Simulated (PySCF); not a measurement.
This PySCF input asks for the NMR shieldings of SMILES CC[C@H](COC)B(F)F, C5H11BF2O; the geometry comes from GFN2-xTB.

```python
import basis_set_exchange as bse
import numpy as np
from pyscf import gto, dft
from pyscf.prop import nmr

atoms = """
C    -2.304645   -1.304227   -0.667412
C    -1.062415   -0.811282    0.061933
C    -0.415278    0.417410   -0.622203
C     0.958961    0.682313    0.007723
O     1.807673   -0.405529   -0.276698
C     3.095575   -0.250041    0.257036
B    -1.355855    1.691517   -0.543722
F    -1.223373    2.629307    0.374090
F    -2.354975    1.911616   -1.372850
H    -3.070647   -0.533433   -0.698829
H    -2.712785   -2.175134   -0.160049
H    -2.060843   -1.585034   -1.689054
H    -0.312326   -1.602222    0.084349
H    -1.317325   -0.553605    1.092134
H    -0.241071    0.140656   -1.666998
H     1.391643    1.609900   -0.399756
H     0.856815    0.809800    1.096347
H     3.656836   -1.141454   -0.015909
H     3.593295    0.637095   -0.155206
H     3.065590   -0.156975    1.350027
"""
names = dict.fromkeys(["C", "O", "B", "F", "H"], "pcSseg-1")
basis = {el: gto.basis.parse(bse.get_basis(n, elements=[el], fmt="nwchem")) for el, n in names.items()}
mol = gto.M(atom=atoms, basis=basis, charge=0, verbose=0)
mf = dft.RKS(mol, xc="PBE0")
mf.grids.level = 2
mf.grids.alignment = dft.numint.BLKSIZE   # the property module wants whole blocks of grid points
mf.conv_tol = 1e-9
mf.kernel()

calc = nmr.RKS(mf)   # GIAO
C = mf.mo_coeff
Co = C[:, mf.mo_occ > 0]
resp = mf.gen_response(singlet=True, hermi=2)
def vind(x):   # induced exchange potential for any number of trial vectors
    d = np.einsum("pi,xij,qj->xpq", C, 2 * x.reshape(-1, C.shape[1], Co.shape[1]), Co, optimize=True)
    return np.einsum("xpq,pi,qj->xij", resp(d - d.transpose(0, 2, 1)), C, Co, optimize=True).ravel()
mo1, _ = nmr.rhf.solve_mo1(calc, with_cphf=vind)
sigma = calc.kernel(mo1)
for i, s in enumerate(sigma):   # ppm
    w = np.linalg.eigvalsh((s + s.T) / 2)
    print("%2d %-2s iso %8.1f  s11 %8.1f  s22 %8.1f  s33 %8.1f" % (i, mol.atom_pure_symbol(i), w.mean(), *w))
```

Question: What are the results?

Answer: 
```
 0 C  iso    170.8  s11    159.8  s22    166.1  s33    186.5
 1 C  iso    161.3  s11    141.7  s22    168.6  s33    173.5
 2 C  iso    153.1  s11    144.1  s22    148.7  s33    166.6
 3 C  iso    110.6  s11     79.5  s22     96.1  s33    156.3
 4 O  iso    309.5  s11    278.9  s22    306.2  s33    343.5
 5 C  iso    125.6  s11     94.6  s22     98.1  s33    184.1
 6 B  iso     72.6  s11     45.4  s22     81.0  s33     91.3
 7 F  iso    246.1  s11     69.1  s22    296.1  s33    373.2
 8 F  iso    232.8  s11     53.2  s22    288.2  s33    356.8
 9 H  iso     30.7  s11     25.7  s22     30.4  s33     35.9
10 H  iso     30.5  s11     25.7  s22     27.6  s33     38.2
11 H  iso     30.8  s11     26.8  s22     28.8  s33     36.8
12 H  iso     29.4  s11     22.9  s22     31.0  s33     34.4
13 H  iso     30.6  s11     26.4  s22     30.0  s33     35.6
14 H  iso     30.4  s11     27.1  s22     30.1  s33     33.9
15 H  iso     28.2  s11     23.7  s22     29.3  s33     31.6
16 H  iso     28.5  s11     24.7  s22     28.9  s33     31.8
17 H  iso     27.8  s11     23.6  s22     25.2  s33     34.5
18 H  iso     28.3  s11     24.5  s22     25.8  s33     34.7
19 H  iso     28.4  s11     24.5  s22     26.1  s33     34.6
```

These numbers come from an equivalent density-fitted implementation of the same equations, which agrees with the script to about 0.01 ppm for H and up to a few tenths of a ppm for heavy atoms, so last digits may differ.

Size and cost of the density-fitted run: 208 basis functions, 89 s wall time on 1 thread of an Intel Xeon, shared host; peak memory 0.93 GiB.
